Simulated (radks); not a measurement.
Neutral lutetium: order these configurations by energy. All-electron calculation, scalar-relativistic Kohn-Sham, BLYP, spin-polarised, spherical densities, finite nucleus; Fermi nuclear charge, rms radius of each element as measured or else 0.836 A^(1/3) + 0.57 fm. Program: a radial shooting solver on a logarithmic mesh with Libxc functionals. Open shells are filled with parallel spins first. [Xe] 4f14 5d1 6s1 6p1; [Xe] 4f14 5d1 6s2; [Xe] 4f14 5d2 6s1; [Xe] 4f14 6s2 6p1.

Answer. From the lowest, in eV above it: [Xe] 4f14 5d1 6s2 0.000; [Xe] 4f14 6s2 6p1 1.005; [Xe] 4f14 5d2 6s1 2.333; [Xe] 4f14 5d1 6s1 6p1 2.848.
